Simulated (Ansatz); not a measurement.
Start from `NB(Cl)Br` and change one atom or group to get `ClB(Cl)Br`.

Ansatz, PBE0-D4/def2-TZVP geometries, multiplicity 1. Each molecule was computed in one conformer, which needn't be the lowest.

Scalar relativity is left out up to krypton.

```
                                      property  `NB(Cl)Br`
size of the dipole moment (PBE/def2-TZVPP) / D        2.79
            LUMO energy (PBE0/def2-TZVPP) / eV       -0.01
         LUMO energy (ωB97M-V/def2-TZVPP) / eV        2.04
             LUMO energy (PBE/def2-TZVPP) / eV       -0.97
           HOMO energy (B3LYP/def2-TZVPP) / eV       -8.02
            HOMO energy (PBE0/def2-TZVPP) / eV       -8.30
```

(1) Give the same properties after the change, and the shifts. (Best estimate.)

## Answers

(1) Ansatz gave: 
```
                                      property  `ClB(Cl)Br`  shift
size of the dipole moment (PBE/def2-TZVPP) / D         0.03  -2.76
            LUMO energy (PBE0/def2-TZVPP) / eV        -1.83  -1.82
         LUMO energy (ωB97M-V/def2-TZVPP) / eV         0.28  -1.76
             LUMO energy (PBE/def2-TZVPP) / eV        -2.72  -1.75
           HOMO energy (B3LYP/def2-TZVPP) / eV        -8.37  -0.35
            HOMO energy (PBE0/def2-TZVPP) / eV        -8.66  -0.36
```

With PBE0 the HOMO falls by 0.36 eV and the LUMO falls by 1.82 eV, so the gap narrows by about 1.46 eV. PBE moves the HOMO by -0.34 eV and ωB97M-V by -0.34 eV. The zero-point energy changes by -69.4 kJ/mol with -6 modes.

B3LYP here is the variant with VWN-RPA as its local correlation; programs differ in this.

Spin–orbit coupling is left out; it splits and shifts lone-pair levels of the heavy atoms by tenths of an eV.
